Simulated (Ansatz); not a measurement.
Ansatz (a first-principles code) input (CCSD(T)/6-31G*):

Ansatz 0.2 input:
```yaml
crystal:
  periodic: [false, false, false]
  atoms:
    - {symbol: Si, position_ang: [-0.22078751, 0.10671787, 0.57944689]}
    - {symbol: N, position_ang: [-0.34037327, 1.46999674, -0.64427786]}
    - {symbol: N, position_ang: [-0.78974348, -1.39884173, -0.29103048]}
    - {symbol: N, position_ang: [1.55287141, -0.25793963, 0.35090049]}
    - {symbol: H, position_ang: [-1.26543816, 1.88773529, -0.68002190]}
    - {symbol: H, position_ang: [-0.07822813, 1.21219215, -1.59917391]}
    - {symbol: H, position_ang: [-0.55690899, -1.41786931, -1.28689151]}
    - {symbol: H, position_ang: [-1.79254345, -1.52645618, -0.21641938]}
    - {symbol: H, position_ang: [2.08835410, 0.58235218, 0.15771451]}
    - {symbol: H, position_ang: [1.73650730, -0.92451186, -0.39660912]}
basis:
  gaussian:
    orbitals: 6-31G*
total_charge: -1
magnetization: {spin_polarized: false}
correlation: {method: ccsd_t, electrons: outside_noble_gas}
```

End of the output:

```
integrals: 0.06 GiB planned
765 factors; integrals over basis functions are off by at most 1.3e-3 eV
0.65 GiB of device memory are held for the factors and their scratch space
mean field: 0.24 GiB planned
mean field evaluation 1: about -12398.9264 eV, gradient 3.2e1 eV
mean field evaluation 2: about -12398.9959 eV, gradient 3.3e1 eV
mean field evaluation 4: about -12401.6519 eV, gradient 3.4e0 eV
mean field evaluation 8: about -12401.6954 eV, gradient 3.4e-4 eV
mean field evaluation 16: about -12401.6929 eV, gradient 6.9e-1 eV
mean field -12401.69540427 eV, -455.7538999360 hartree, gradient 3.9e-6 eV, S^2 0.000000; 0 other end points of the search recorded, 0 dependent functions left out
8 core orbitals not correlated
reference -12401.69540427 eV, -455.7538999360 hartree; 13, 13 occupied and 55, 55 virtual orbitals, 765 factors
second order -15.92318141 eV of doubles, -0.00000000 eV of singles
coupled cluster: 0.64 GiB planned
cycle   1  -16.51416362 eV  change   -5.9e-1 eV  update   8.9e-2
cycle   2  -16.95078263 eV  change   -4.4e-1 eV  update   2.7e-2
cycle   3  -17.03601217 eV  change   -8.5e-2 eV  update   1.2e-2
cycle   4  -17.03276591 eV  change    3.2e-3 eV  update   3.2e-3
cycle   5  -17.03249840 eV  change    2.7e-4 eV  update   1.6e-3
cycle   6  -17.03239997 eV  change    9.8e-5 eV  update   5.8e-4
cycle   7  -17.03210506 eV  change    2.9e-4 eV  update   2.2e-4
cycle   8  -17.03205657 eV  change    4.8e-5 eV  update   6.9e-5
cycle   9  -17.03205895 eV  change   -2.4e-6 eV  update   2.3e-5
perturbative correction -0.39818138 eV, -0.0146328959 hartree
Total energy: -12419.12564461 eV, -456.3944494536 hartree
```

It need not be the lowest isomer of its formula. Whether it binds its extra electron was not tested at this geometry.
